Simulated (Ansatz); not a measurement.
ClFHOSc, SMILES `[OH][Sc]([F])[Cl]`. Total charge 0; spin multiplicity 1. All single points use the PBE0-D4/def2-TZVP geometry. It is one conformer, not always the lowest.

```xyz
5

O    -1.132    0.077   -0.694
Sc    0.406    0.031    0.311
F     0.580    1.215    1.702
Cl    2.098   -1.475   -0.144
H    -1.952    0.152   -1.175
```

(1) What is the dipole moment at r2SCAN/def2-TZVPP? (Estimate.)

(2) And with PBE, B3LYP, ωB97M-V? (Estimate.)

(3) Give the Mulliken charges with r2SCAN, B3LYP, PBE in def2-TZVPP. (An estimate is asked.)

Results:

(1) The calculation gave: 2.90 D, with components (-2.60, 0.61, -1.13) D in this frame, pointing from negative to positive charge.

(2) Computed: PBE 2.85 D, B3LYP 2.87 D, ωB97M-V 2.89 D.

(3) Ansatz gave: 
```csv
atom,r2SCAN,B3LYP,PBE
O1,-0.56,-0.54,-0.49
Sc2,1.07,1.06,0.94
F3,-0.41,-0.42,-0.37
Cl4,-0.31,-0.30,-0.28
H5,0.21,0.20,0.20
```

B3LYP here is the variant with VWN-RPA as its local correlation; programs differ in this.
